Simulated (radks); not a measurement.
Spherical quantum dot in the effective-mass picture: electrons in a parabolic well V = omega^2 r^2 / 2 with omega = 0.297, with a point charge +1 (a donor) at the centre, all in effective atomic units (hartree* = m*/eps^2 hartree, bohr* = eps/m* bohr), one dielectric constant everywhere. Calculated with a radial shooting solver with Libxc functionals: non-relativistic Kohn-Sham, exchange-only LDA, spin-polarised, spherical densities. Levels are named by radial order and angular momentum (1s, 1p, 1d, 2s, ...), and open shells are averaged over m. Results are scaled to m* = 0.545 and eps = 12.5, for which hartree* = 94.91 meV and bohr* = 1.214 nm.

N = 11, configuration 1s2 1p6 1d(up 1, down 0) 2s2. This is the lowest configuration that the search found. Occupied and some empty levels:

| level | occupation | eigenvalue (meV) | <r> (nm) |
|---|---|---|---|
| 1s up | 1 | 267.69 | 3.024 |
| 1s down | 1 | 268.37 | 2.943 |
| 1p up | 3 | 285.05 | 4.658 |
| 1p down | 3 | 286.47 | 4.635 |
| 2s up | 1 | 294.43 | 4.173 |
| 2s down | 1 | 295.44 | 4.224 |
| 1d up | 1 | 299.78 | 5.264 |
| 1d down | 0 | 301.34 | 5.261 |
| 1f up | 0 | 316.36 | 5.735 |
| 1f down | 0 | 317.94 | 5.742 |
| 2p up | 0 | 322.78 | 4.996 |
| 2p down | 0 | 323.77 | 5.003 |
| 1g up | 0 | 334.58 | 6.145 |
| 1g down | 0 | 336.10 | 6.159 |

Energy (meV): total 1766.80, kinetic 265.00, external 263.96, Hartree 1441.3, exchange-correlation -203.44.
